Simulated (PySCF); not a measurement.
# Dipole polarisabilities along the alkaline earths, charge +1

Calculated with PySCF 2.14 for the ground configurations, without spin-orbit coupling: coupled response for Hartree-Fock and DFT. Mean α in bohr³, C₆ of like pairs in atomic units.

```tsv
species	α UHF	α PBE	α PBE0	C₆ UHF	C₆ PBE	C₆ PBE0
Be⁺ [He] 2s1 (aug-cc-pCVTZ-DK with one added diffuse shell each of s, p, d, f type, spin-free X2C)	24.86	21.59	22.29	70.83	57.62	60.37
Mg⁺ [Ne] 3s1 (aug-cc-pCVTZ-DK with one added diffuse shell each of s, p, d, f type, spin-free X2C)	38.50	33.28	34.78	177.5	142.7	152.4
Ca⁺ [Ar] 4s1 (aug-cc-pwCVTZ-X2C with one added diffuse shell each of s, p, d, f type, spin-free X2C)	96.30	79.30	84.51	763.3	576.2	630.7
Sr⁺ [Kr] 5s1 (aug-cc-pwCVTZ-X2C with one added diffuse shell each of s, p, d, f type, spin-free X2C)	120.7	95.22	102.4	1147	826.4	912.2
Ba⁺ [Xe] 6s1 (aug-cc-pwCVTZ-X2C with one added diffuse shell each of s, p, d, f type, spin-free X2C)	173.2	n/a	142.0	2075	n/a	1587
```

The values depend on the diffuse functions of the basis.
